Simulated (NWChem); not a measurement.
System: C2F3 cation

Excerpt of the output:

```
             Northwest Computational Chemistry Package (NWChem) 7.3.0
             --------------------------------------------------------

 CS  symmetry detected

                             Geometry "geometry" -> ""
                             -------------------------

 Output coordinates in angstroms (scale by  1.889725989 to convert to a.u.)

  No.       Tag          Charge          X              Y              Z
 ---- ---------------- ---------- -------------- -------------- --------------
    1 F                    9.0000    -0.18756489    -1.94527692     0.00000000
    2 C                    6.0000     0.45985563    -0.88761618     0.00000000
    3 C                    6.0000    -0.05646528     0.45533422     0.00000000
    4 F                    9.0000    -0.04068100     1.11673245     1.08431500
    5 F                    9.0000    -0.04068100     1.11673245    -1.08431500

 Effective nuclear repulsion energy (a.u.)     163.7873990584

      Symmetry information
      --------------------

 Group name             Cs
 Group number              2
 Group order               2
 No. of unique centers     4

                                Z-matrix (autoz)
                                --------

 Units are Angstrom for bonds and degrees for angles

      Type          Name      I     J     K     L     M      Value
      ----------- --------  ----- ----- ----- ----- ----- ----------
    1 Stretch                  1     2                       1.24008
    2 Stretch                  2     3                       1.43879
    3 Stretch                  3     4                       1.27021
    4 Stretch                  3     5                       1.27021
    5 Bend                     1     2     3               127.49803
    6 Bend                     2     3     4               118.78716
    7 Bend                     2     3     5               118.78716
    8 Bend                     4     3     5               117.22173
    9 Torsion                  1     2     3     4         103.08765
   10 Torsion                  1     2     3     5        -103.08765

                           NWChem Geometry Optimization
                           ----------------------------

 maximum gradient threshold         (gmax) =   0.000450
 rms gradient threshold             (grms) =   0.000300
 maximum cartesian step threshold   (xmax) =   0.001800
 rms cartesian step threshold       (xrms) =   0.001200
 fixed trust radius                (trust) =   0.300000
 source of zmatrix                         =   autoz

          -------------------
          Energy Minimization
          -------------------

 Using diagonal initial Hessian
 Scaling for Hessian diagonals: bonds = 1.00  angles = 0.25  torsions = 0.10

          --------
          Step   0

                                 NWChem DFT Module
                                 -----------------

 Summary of "ao basis" -> "ao basis" (spherical)
 ------------------------------------------------------------------------------
       Tag                 Description            Shells   Functions and Types
 ---------------- ------------------------------  ------  ---------------------
 F                          def2-svp                 6       14   3s2p1d
 C                          def2-svp                 6       14   3s2p1d

      Symmetry analysis of basis
      --------------------------

        a'         44
        a"         26

            General Information
            -------------------
          SCF calculation type: DFT
          Wavefunction type:  closed shell.
          No. of atoms     :     5
          No. of electrons :    38
           Alpha electrons :    19
            Beta electrons :    19
          Charge           :     1
          Spin multiplicity:     1
          Use of symmetry is: on ; symmetry adaption is: on
          Maximum number of iterations: 150
          AO basis - number of functions:    70
                     number of shells:    30
          Convergence on energy requested:  1.00D-06
          Convergence on density requested:  1.00D-05
          Convergence on gradient requested:  5.00D-04

              XC Information
              --------------
                        Slater Exchange Functional  1.000 local
                      VWN V Correlation Functional  1.000 local

             Grid Information
             ----------------
          Grid used for XC integration:  medium
          Radial quadrature: Mura-Knowles
          Angular quadrature: Lebedev.
          Tag              B.-S. Rad. Rad. Pts. Rad. Cut. Ang. Pts.
          ---              ---------- --------- --------- ---------
          F                   0.50       49           8.0       434
          C                   0.70       49           6.0       434
          Grid pruning is: on
          Number of quadrature shells:   196
          Spatial weights used:  Erf1

      Superposition of Atomic Density Guess
      -------------------------------------

 Sum of atomic energies:        -373.12715516

 Renormalizing density from      39.00 to     38

      Non-variational initial energy
      ------------------------------

 Total energy =    -368.627254
 1-e energy   =    -822.193843
 2-e energy   =     289.779190
 HOMO         =      -0.550658
 LUMO         =      -0.405004

      Symmetry analysis of molecular orbitals - initial
      -------------------------------------------------

  Numbering of irreducible representations:

     1 a'          2 a"

  Orbital symmetries:

     1 a'          2 a"          3 a'          4 a'          5 a'
     6 a'          7 a'          8 a"          9 a'         10 a'
    11 a"         12 a'         13 a'         14 a"         15 a'
    16 a"         17 a"         18 a'         19 a'         20 a"
    21 a'         22 a'         23 a'         24 a"         25 a'
    26 a'         27 a'         28 a"         29 a'

   convergence    iter        energy       DeltaE   RMS-Dens  Diis-err
 ---------------- ----- ----------------- --------- --------- ---------
 d= 0,ls=0.0,diis     1   -372.0863003137 -5.36D+02  4.43D-02  3.30D+00
 d= 0,ls=0.0,diis     2   -369.9224013012  2.16D+00  3.90D-02  2.65D+01
 d= 0,ls=0.0,diis     3   -372.2720243384 -2.35D+00  2.12D-02  6.26D-01
 d= 0,ls=0.0,diis     4   -372.2448197623  2.72D-02  1.19D-02  7.96D-01
 d= 0,ls=0.0,diis     5   -372.3746198325 -1.30D-01  1.65D-03  1.33D-02
  Resetting Diis
 d= 0,ls=0.0,diis     6   -372.3745948788  2.50D-05  8.20D-04  1.62D-02
 d= 0,ls=0.0,diis     7   -372.3760100228 -1.42D-03  2.40D-04  1.07D-04
 d= 0,ls=0.0,diis     8   -372.3759794339  3.06D-05  2.41D-04  4.06D-04
 d= 0,ls=0.0,diis     9   -372.3760132183 -3.38D-05  1.31D-04  4.66D-05
 d= 0,ls=0.0,diis    10   -372.3760176121 -4.39D-06  4.73D-05  1.42D-05
 d= 0,ls=0.0,diis    11   -372.3760198565 -2.24D-06  3.59D-06  1.94D-07
 d= 0,ls=0.0,diis    12   -372.3760198695 -1.29D-08  1.37D-06  2.75D-08

         Total DFT energy =     -372.376019869454
      One electron energy =     -831.644680524126
           Coulomb energy =      334.546770049393
    Exchange-Corr. energy =      -39.065508453088
 Nuclear repulsion energy =      163.787399058367

 Numeric. integr. density =       37.999997504954

                  Occupations of the irreducible representations
                  ----------------------------------------------

                     irrep           alpha         beta
                     --------     --------     --------
                     a'               13.0         13.0
                     a"                6.0          6.0

                       DFT Final Molecular Orbital Analysis
                       ------------------------------------

 Vector   17  Occ=2.000000D+00  E=-6.993729D-01  Symmetry=a'
              MO Center=  2.0D-02,  7.7D-01, -3.3D-11, r^2= 2.1D+00
   Bfn.  Coefficient  Atom+Function         Bfn.  Coefficient  Atom+Function
  ----- ------------  ---------------      ----- ------------  ---------------
    47      0.419454  4 F  py                61      0.419454  5 F  py
    50     -0.252251  4 F  py                64     -0.252251  5 F  py
    16     -0.240156  2 C  s                 17     -0.179564  2 C  s
    19     -0.176160  2 C  py                 5     -0.159607  1 F  py
    46     -0.129765  4 F  px                60     -0.129765  5 F  px

[...]

      ----------------------
      Optimization converged
      ----------------------

  Step       Energy      Delta E   Gmax     Grms     Xrms     Xmax
  ---- ---------------- -------- -------- -------- -------- --------
@    5    -372.37800949 -2.0D-07  0.00006  0.00002  0.00033  0.00077
                                     ok       ok       ok       ok

                                Z-matrix (autoz)
                                --------

 Units are Angstrom for bonds and degrees for angles

      Type          Name      I     J     K     L     M      Value     Gradient
      ----------- --------  ----- ----- ----- ----- ----- ---------- ----------
    1 Stretch                  1     2                       1.22014    0.00006
    2 Stretch                  2     3                       1.39109   -0.00000
    3 Stretch                  3     4                       1.26343   -0.00003
    4 Stretch                  3     5                       1.26343   -0.00003
    5 Bend                     1     2     3               137.27377    0.00000
    6 Bend                     2     3     4               119.25058    0.00000
    7 Bend                     2     3     5               119.25058    0.00000
    8 Bend                     4     3     5               118.12280   -0.00001
    9 Torsion                  1     2     3     4         100.55835    0.00000
   10 Torsion                  1     2     3     5        -100.55835   -0.00000

                         Geometry "geometry" -> "geometry"
                         ---------------------------------

 Output coordinates in angstroms (scale by  1.889725989 to convert to a.u.)

  No.       Tag          Charge          X              Y              Z
 ---- ---------------- ---------- -------------- -------------- --------------
    1 F                    9.0000    -0.14268475    -1.96752216     0.00000000
    2 C                    6.0000     0.37832860    -0.86421204     0.00000000
    3 C                    6.0000    -0.03878329     0.46287508     0.00000000
    4 F                    9.0000    -0.03119855     1.11238257     1.08366447
    5 F                    9.0000    -0.03119855     1.11238257    -1.08366447

 Effective nuclear repulsion energy (a.u.)     165.0596523077

      Symmetry information
      --------------------

 Group name             Cs
 Group number              2
 Group order               2
 No. of unique centers     4

                Final and change from initial internal coordinates
                --------------------------------------------------

                                Z-matrix (autoz)
                                --------

 Units are Angstrom for bonds and degrees for angles

      Type          Name      I     J     K     L     M      Value       Change
      ----------- --------  ----- ----- ----- ----- ----- ---------- ----------
    1 Stretch                  1     2                       1.22014   -0.01994
    2 Stretch                  2     3                       1.39109   -0.04769
    3 Stretch                  3     4                       1.26343   -0.00678
    4 Stretch                  3     5                       1.26343   -0.00678
    5 Bend                     1     2     3               137.27377    9.77574
    6 Bend                     2     3     4               119.25058    0.46342
    7 Bend                     2     3     5               119.25058    0.46342
    8 Bend                     4     3     5               118.12280    0.90107
    9 Torsion                  1     2     3     4         100.55835   -2.52930
   10 Torsion                  1     2     3     5        -100.55835    2.52930

 ==============================================================================
                                internuclear distances
 ------------------------------------------------------------------------------
       center one      |      center two      | atomic units |  angstroms
 ------------------------------------------------------------------------------
    2 C                |   1 F                |     2.30574  |     1.22014
    3 C                |   2 C                |     2.62879  |     1.39109
    4 F                |   3 C                |     2.38753  |     1.26343
    5 F                |   3 C                |     2.38753  |     1.26343
 ------------------------------------------------------------------------------
                         number of included internuclear distances:          4
 ==============================================================================

[second-derivative integrals and response iterations left out]

  Vibrational analysis via the FX method

  See chapter 2 in "Molecular Vibrations" by Wilson, Decius and Cross

  Vib: Default input used

[...]

 Rotational Constants
 --------------------
 A=   0.360366 cm-1  (  0.518474 K)
 B=   0.125565 cm-1  (  0.180657 K)
 C=   0.095394 cm-1  (  0.137248 K)

 Temperature                      =   298.15K
 frequency scaling parameter      =   1.0000

 Zero-Point correction to Energy  =   10.907 kcal/mol  (  0.017381 au)
 Thermal correction to Energy     =   13.800 kcal/mol  (  0.021991 au)
 Thermal correction to Enthalpy   =   14.392 kcal/mol  (  0.022935 au)

 Total Entropy                    =   70.633 cal/mol-K
   - Translational                =   39.072 cal/mol-K (mol. weight =  80.9952)
   - Rotational                   =   25.416 cal/mol-K (symmetry #  =        1)
   - Vibrational                  =    6.145 cal/mol-K

 Cv (constant volume heat capacity) =   13.914 cal/mol-K
   - Translational                  =    2.979 cal/mol-K
   - Rotational                     =    2.979 cal/mol-K
   - Vibrational                    =    7.956 cal/mol-K

[normal modes left out]

 ----------------------------------------------------------------------------
 Normal Eigenvalue ||           Projected Infra Red Intensities
  Mode   [cm**-1]  || [atomic units] [(debye/angs)**2] [(KM/mol)] [arbitrary]
 ------ ---------- || -------------- ----------------- ---------- -----------
    1       -0.000 ||    0.006116           0.141         5.962       1.203
    2       -0.000 ||    0.011389           0.263        11.103       2.240
    3       -0.000 ||    0.009314           0.215         9.079       1.832
    4       -0.000 ||    0.002174           0.050         2.120       0.428
    5       -0.000 ||    0.007585           0.175         7.394       1.492
    6       -0.000 ||    0.001951           0.045         1.902       0.384
    7      153.393 ||    0.004030           0.093         3.929       0.793
    8      290.601 ||    0.026342           0.608        25.680       5.181
    9      483.198 ||    0.001382           0.032         1.347       0.272
   10      499.679 ||    0.000110           0.003         0.107       0.022
   11      575.328 ||    0.016543           0.382        16.127       3.254
   12      862.311 ||    0.006940           0.160         6.766       1.365
   13     1415.993 ||    0.376583           8.688       367.112      74.065
   14     1518.132 ||    0.254187           5.864       247.794      49.992
   15     1834.288 ||    0.038030           0.877        37.073       7.480
 ----------------------------------------------------------------------------
```

Level: LDA (Slater exchange, VWN5)/def2-SVP. 

### Question
Which NWChem input produces such a log?

### Answer
One answer among several that fit: the input that was run:
```
start job
memory heap 200 mb stack 700 mb global 900 mb
charge 1
geometry units angstroms
  F     -0.210594     1.941662     0.000000
  C      0.440695     0.886379     0.000000
  C     -0.070705    -0.458453     0.000000
  F     -0.052499    -1.119789     1.084315
  F     -0.052499    -1.119789    -1.084315
end
basis spherical
  * library def2-svp
end
dft
  xc slater vwn_5
  iterations 150
end
driver
  maxiter 120
end
task dft optimize
task dft freq
```
